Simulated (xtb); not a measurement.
F2Ge, triplet, geometry from GFN2-xTB (the spin is typed, not shown lowest); GFN0-xTB (xtb 6.7.1).

Input for xtb:
```
$ xtb mol.xyz --gfn 0 --uhf 2 --ohess --json

# file mol.xyz
3

Ge     0.01078596    -0.00766682     0.33769324
F      0.83389596     1.52835128    -0.59320123
F     -0.87224604    -1.50109147    -0.60748585
```

**Question.** What does xtb print? Leave out banner, timings and long lists.

**Answer.** 
```
   ID    Z sym.   atoms
    1   32 Ge     1
    2    9 F      2, 3

           -------------------------------------------------
          |                Calculation Setup                |
           -------------------------------------------------

           -------------------------------------------------
          |                 G F N 0 - x T B                 |
           -------------------------------------------------

          ...................................................
          :                      SETUP                      :
          :.................................................:
          :  # basis functions                  18          :
          :  # atomic orbitals                  17          :
          :  # shells                            7          :
          :  # electrons                        18          :
          :  electronic temp.          300.0000000     K    :
          :  accuracy                    1.0000000          :
          :  -> integral cutoff          0.2500000E+02      :
          :  -> integral neglect         0.1000000E-07      :
          ...................................................

         :::::::::::::::::::::::::::::::::::::::::::::::::::::
         ::                     SUMMARY                     ::
         :::::::::::::::::::::::::::::::::::::::::::::::::::::
         :: total energy              -9.641461280016 Eh    ::
         :: gradient norm              0.017034428783 Eh/a0 ::
         :: HOMO-LUMO gap              1.432106512784 eV    ::
         ::.................................................::
         :: H0 energy                 -9.511995945826 Eh    ::
         :: repulsion energy           0.001708032250 Eh    ::
         :: electrostat energy        -0.130827859979 Eh    ::
         :: -> Gsolv                   0.000000000000 Eh    ::
         ::    -> Gsasa                0.000000000000 Eh    ::
         ::    -> Gshift               0.000000000000 Eh    ::
         :: dispersion energy         -0.000345506461 Eh    ::
         :: short-range corr.          0.000000000000 Eh    ::
         :: add. restraining           0.000000000000 Eh    ::
         :: total charge              -0.000000000000 e     ::
         :::::::::::::::::::::::::::::::::::::::::::::::::::::

      -----------------------------------------------------------
     |                   =====================                   |
     |                        A N C O P T                        |
     |                   =====================                   |
     |               Approximate Normal Coordinate               |
     |                Rational Function Optimizer                |
      -----------------------------------------------------------
      -----------------------------------------------------------
     |                   =====================                   |
     |                        A N C O P T                        |
     |                   =====================                   |
     |               Approximate Normal Coordinate               |
     |                Rational Function Optimizer                |
      -----------------------------------------------------------

          ...................................................
          :                      SETUP                      :
          :.................................................:
          :   optimization level            normal          :
          :   max. optcycles                   200          :
          :   ANC micro-cycles                  20          :
          :   degrees of freedom                 3          :
          :.................................................:
          :   RF solver                   davidson          :
          :   write xtbopt.log                true          :
          :   linear?                        false          :
          :   energy convergence         0.5000000E-05 Eh   :
          :   grad. convergence          0.1000000E-02 Eh/α :
          :   maxmium RF displ.          1.0000000          :
          :   Hlow (freq-cutoff)         0.1000000E-01      :
          :   Hmax (freq-cutoff)         5.0000000          :
          :   S6 in model hess.         20.0000000          :
          ...................................................

generating ANC from exact Hessian ...
Using Lindh-Hessian (1995)
 Shifting diagonal of input Hessian by    0.0000000000000000
 Lowest  eigenvalues of input Hessian
    0.000000    0.000000    0.000000    0.000000    0.000000    0.000000
    0.010407    0.301702    0.524980
 Highest eigenvalues
    0.000000    0.000000    0.000000    0.010407    0.301702    0.524980

........................................................................
.............................. CYCLE    1 ..............................
........................................................................
 * total energy  :    -9.6414613 Eh     change        0.0000000E+00 Eh
   gradient norm :     0.0170344 Eh/α   predicted     0.0000000E+00 (   0.00%)
   displ. norm   :     0.1501200 α      lambda       -0.1174147E-02
   maximum displ.:     0.1392881 α      in ANC's #1, #2, #1, ...

........................................................................
.............................. CYCLE    2 ..............................
........................................................................
 * total energy  :    -9.6426603 Eh     change       -0.1198988E-02 Eh
   gradient norm :     0.0171152 Eh/α   predicted    -0.6003029E-03 ( -49.93%)
   displ. norm   :     0.1792359 α      lambda       -0.1292722E-02
   maximum displ.:     0.1702291 α      in ANC's #1, #2, #3, ...

........................................................................
.............................. CYCLE    3 ..............................
........................................................................
[...]
 * total energy  :    -9.6440031 Eh     change       -0.1342827E-02 Eh
 * total energy  :    -9.6455630 Eh     change       -0.1559861E-02 Eh
 * total energy  :    -9.6473324 Eh     change       -0.1769474E-02 Eh
 * total energy  :    -9.6491987 Eh     change       -0.1866305E-02 Eh
 * total energy  :    -9.6505774 Eh     change       -0.1378700E-02 Eh
 * total energy  :    -9.6515557 Eh     change       -0.9782250E-03 Eh
 * total energy  :    -9.6531313 Eh     change       -0.1575599E-02 Eh
 * total energy  :    -9.6543985 Eh     change       -0.1267266E-02 Eh
 * total energy  :    -9.6544520 Eh     change       -0.5351485E-04 Eh
 * total energy  :    -9.6544795 Eh     change       -0.2744939E-04 Eh
 * total energy  :    -9.6544969 Eh     change       -0.1737914E-04 Eh
 * total energy  :    -9.6544969 Eh     change       -0.6765407E-07 Eh
   *** GEOMETRY OPTIMIZATION CONVERGED AFTER 14 ITERATIONS ***
         :: total energy              -9.654496935013 Eh    ::
[...]
        11                         -0.2140415              -5.8244 (LUMO)
        12                         -0.1323148              -3.6005
        13                         -0.0028736              -0.0782
        14                          0.0043078               0.1172
        15                          0.0314137               0.8548
        16                          0.3787066              10.3051
        17                          0.6230846              16.9550
      -------------------------------------------------------------
                  HL-Gap            0.0853455 Eh            2.3224 eV
             Fermi-level            0.0000000 Eh            0.0000 eV

     #   Z          covCN         q      C6AA      α(0)
     1  32 Ge       1.427     0.573   279.440    34.713
     2   9 F        0.714    -0.286    12.223     4.028
     3   9 F        0.714    -0.286    12.223     4.028

 Mol. C6AA /au·bohr⁶  :        531.093485
 Mol. C8AA /au·bohr⁸  :      34623.116476
 Mol. α(0) /au        :         42.770051

Wiberg/Mayer (AO) data.
largest (>0.10) Wiberg bond orders for each atom

 ---------------------------------------------------------------------------
     #   Z sym  total        # sym  WBO       # sym  WBO       # sym  WBO
 ---------------------------------------------------------------------------
     1  32 Ge   2.189 --     2 F    1.094     3 F    1.094
     2   9 F    1.372 --     1 Ge   1.094     3 F    0.277
     3   9 F    1.372 --     1 Ge   1.094     2 F    0.277
 ---------------------------------------------------------------------------

Topologies differ in total number of bonds
Writing topology from bond orders to xtbtopo.mol

 dipole moment from electron density (au)
     X       Y       Z
   0.0041  -0.0029   0.1273  total (Debye):    0.324

           -------------------------------------------------
          |               Frequency Printout                |
           -------------------------------------------------
 projected vibrational frequencies (cm⁻¹)
eigval :       -0.00    -0.00    -0.00     0.00     0.00     0.00
eigval :      196.53   400.38   455.98
 reduced masses (amu)
   1: 27.10   2: 56.59   3: 55.82   4: 34.78   5: 45.33   6: 26.35   7: 27.05   8: 29.48
   9: 29.37
 IR intensities (km·mol⁻¹)
   1:  1.05   2:  1.15   3: 10.41   4:  1.80   5:  0.05   6:  3.88   7:  3.74   8:  2.29
   9:  2.06
 Raman intensities (Ä⁴*amu⁻¹)
   1:  0.00   2:  0.00   3:  0.00   4:  0.00   5:  0.00   6:  0.00   7:  0.00   8:  0.00
   9:  0.00
 output can be read by thermo (or use thermo option).
 writing <g98.out> molden fake output.
 recommended (thermochemical) frequency scaling factor: 1.0
           -------------------------------------------------
          |             Thermodynamic Functions             |
           -------------------------------------------------

c2v symmetry found (for desy threshold:  0.10E+00) used in thermo

          ...................................................
          :                      SETUP                      :
          :.................................................:
          :  # frequencies                           3      :
          :  # imaginary freq.                       0      :
          :  linear?                             false      :
          :  only rotor calc.                    false      :
          :  symmetry                              c2v      :
          :  rotational number                       2      :
          :  scaling factor                  1.0000000      :
          :  rotor cutoff                   50.0000000 cm⁻¹ :
          :  imag. cutoff                  -20.0000000 cm⁻¹ :
          :.................................................:

    mode    ω/cm⁻¹     T·S(HO)/kcal·mol⁻¹    T·S(FR)/kcal·mol⁻¹   T·S(vib)
   ------------------------------------------------------------------------
       1    196.53    -0.64560 ( 99.58%)    -0.65067 (  0.42%)    -0.64562
   ------------------------------------------------------------------------

   temp. (K)  partition function   enthalpy   heat capacity  entropy
                                   cal/mol     cal/K/mol   cal/K/mol   J/K/mol
 298.15  VIB   2.15                  711.584      4.658      3.905
         ROT  0.183E+05              888.752      2.981     22.480
         INT  0.392E+05             1600.336      7.639     26.385
         TR   0.113E+28             1481.254      4.968     40.001
         TOT                        3081.5899    12.6071    66.3861   277.7592

       T/K    H(0)-H(T)+PV         H(T)/Eh          T*S/Eh         G(T)/Eh
   ------------------------------------------------------------------------
    298.15    0.491083E-02    0.730947E-02    0.315422E-01   -0.242327E-01
   ------------------------------------------------------------------------

         :::::::::::::::::::::::::::::::::::::::::::::::::::::
         ::                  THERMODYNAMIC                  ::
         :::::::::::::::::::::::::::::::::::::::::::::::::::::
         :: total free energy          -9.678729615101 Eh   ::
         ::.................................................::
         :: total energy               -9.654496935013 Eh   ::
         :: zero point energy           0.002398648428 Eh   ::
         :: G(RRHO) w/o ZPVE           -0.026631328516 Eh   ::
         :: G(RRHO) contrib.           -0.024232680088 Eh   ::
         :::::::::::::::::::::::::::::::::::::::::::::::::::::

optimized geometry written to: xtbopt.xyz

           -------------------------------------------------
          | TOTAL ENERGY               -9.654496935013 Eh   |
          | TOTAL ENTHALPY             -9.647187460550 Eh   |
          | TOTAL FREE ENERGY          -9.678729615101 Eh   |
          | GRADIENT NORM               0.000005319656 Eh/α |
          | HOMO-LUMO GAP               2.322368877555 eV   |
           -------------------------------------------------

normal termination of xtb
```
